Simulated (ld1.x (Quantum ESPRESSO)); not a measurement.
# Scattering properties, PAW potential for Cu

```
Element                 : copper (Cu)
Generator               : ld1.x (Quantum ESPRESSO) 7.5
Type                    : PAW
Functional              : PBE
Relativity              : scalar-relativistic
Frozen core             : [Ne]
Valence charge          : 19
Reference configuration : 3s2 3p6 3d10 4s1 4p0
Partial waves           : 3s (bound): rcut 0.95, rcutus 1.00 bohr; 4s (bound): rcut 0.95, rcutus 1.00 bohr; 3p (bound): rcut 1.10, rcutus 1.45 bohr; 4p (bound, empty): rcut 1.10, rcutus 1.45 bohr; 3d (bound): rcut 0.95, rcutus 1.30 bohr; 3d channel at 2.2 Ry: rcut 0.95, rcutus 1.30 bohr
Local potential         : all-electron potential smoothed inside 0.80 bohr (lloc = -1)
Core correction         : Bessel-smoothed model core, default radius (core density twice the valence density)
Augmentation charge     : PSQ, radius 0.90 bohr
```

The phase is arctan(r·u′/u) with u = r·R(r), unwrapped; energies in Ry, scanned from -10 to 5 Ry. A pole is an energy at which the radial function vanishes at the test radius. The pseudo phase is shifted by a multiple of π to meet the all-electron one at the reference energy, and phase errors are pseudo minus all-electron; the curves can meet again beyond the range given. Levels narrower than the energy grid can be missing from the lists of poles.

For each channel, where are the poles, and over which energies does the pseudopotential scatter like the atom?

```tsv
channel	radius (bohr)	reference energy (Ry)	poles, all-electron	poles, pseudo	unbroken range about the reference energy with phases within 0.05 rad	phase error 1 Ry above the reference energy (rad)
s	1.59	-0.34	-8.22	-8.22	the whole range	+0.001
p	1.59	-0.05	-4.97	-4.88, -3.60	-2.5 to 1.3	-0.020
d	1.59	-0.37	0.43	0.43	the whole range	-0.000
```

The ghost test of this file was not conclusive. Its overlap operator is not positive definite in a basis up to 400 Ry (lowest eigenvalue s -4.88, p -1.71), so the file is unfit for use: the generalised eigenproblem breaks down once the basis is large enough, and its test numbers describe a broken file.

Phases in the d channel:

```
E (Ry)  all-electron  pseudo
-10.00         1.377   1.377
 -9.52         1.372   1.372
 -9.04         1.367   1.367
 -8.56         1.362   1.361
 -8.08         1.356   1.355
 -7.60         1.349   1.349
 -7.12         1.342   1.341
 -6.64         1.334   1.333
 -6.16         1.325   1.325
 -5.68         1.315   1.314
 -5.20         1.303   1.303
 -4.72         1.290   1.289
 -4.24         1.274   1.273
 -3.76         1.254   1.253
 -3.28         1.228   1.227
 -2.80         1.194   1.193
 -2.32         1.145   1.144
 -1.84         1.064   1.063
 -1.36         0.900   0.899
 -0.88         0.415   0.414
 -0.40        -0.851  -0.851
  0.08        -1.420  -1.420
  0.56        -1.608  -1.608
  1.04        -1.706  -1.706
  1.52        -1.775  -1.775
  2.00        -1.833  -1.833
  2.48        -1.890  -1.890
  2.96        -1.953  -1.953
  3.44        -2.029  -2.030
  3.92        -2.126  -2.130
  4.40        -2.262  -2.271
  4.88        -2.463  -2.486
```
